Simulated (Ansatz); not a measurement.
A run on C₂H₅BS (`BC(=C)S`) with other settings.

```yaml
crystal:
  periodic: [false, false, false]
  atoms:
    - {symbol: B, position_ang: [-0.365301, 0.836631, -0.852973]}
    - {symbol: C, position_ang: [0.018817, -0.161378, 0.251947]}
    - {symbol: C, position_ang: [1.054586, -0.992192, 0.038783]}
    - {symbol: S, position_ang: [-0.863365, -0.236367, 1.774890]}
    - {symbol: H, position_ang: [0.274908, 0.836938, -1.862435]}
    - {symbol: H, position_ang: [-1.277665, 1.599675, -0.722591]}
    - {symbol: H, position_ang: [1.392377, -1.727220, 0.764278]}
    - {symbol: H, position_ang: [1.592347, -0.940386, -0.900104]}
    - {symbol: H, position_ang: [-1.738305, 0.738097, 1.491005]}
basis:
  gaussian: {orbitals: aug-pcseg-2, nuclear_model: gaussian}
total_charge: -1
magnetization: {spin_polarized: true, initial_magnetization: 1}
hamiltonian: {xc: {name: PBE}}
correlation: {method: rpa}
```

```sh
$ ansatz run in.yaml --threads 2 --pin off --events-out ev --progress --plain --max-ram 4352MiB
```

Shortened log:

```
Functional definition: PBE
1850 factors; integrals over basis functions are off by at most 6.0e-4 eV
mean field evaluation 1: about -13642.8646 eV, gradient 5.2e1 eV
mean field evaluation 2: about -13642.8622 eV, gradient 5.2e1 eV
mean field evaluation 4: about -13655.3790 eV, gradient 2.7e1 eV
mean field evaluation 8: about -13659.3794 eV, gradient 1.1e0 eV
mean field evaluation 16: about -13659.3870 eV, gradient 1.4e-3 eV
mean field -13659.38704438 eV, -501.9732152159 hartree, gradient 5.8e-6 eV, S^2 0.756469; 10 other end points of the search recorded, 0 dependent functions left out
8 core orbitals not correlated: weight in the atoms' cores, before any rotation towards them, 1.000 or more for the frozen orbitals, at most 0.000 for the correlated occupied ones
reference -13627.79901495 eV, -500.8123765454 hartree; 12, 11 occupied and 283, 284 virtual orbitals, 1850 factors
Total energy: -13656.88131802 eV, -501.8811314705 hartree
```

Run time 60 s (2 threads of an Arm Neoverse V2 on a shared host); peak host memory 1.5 GiB.
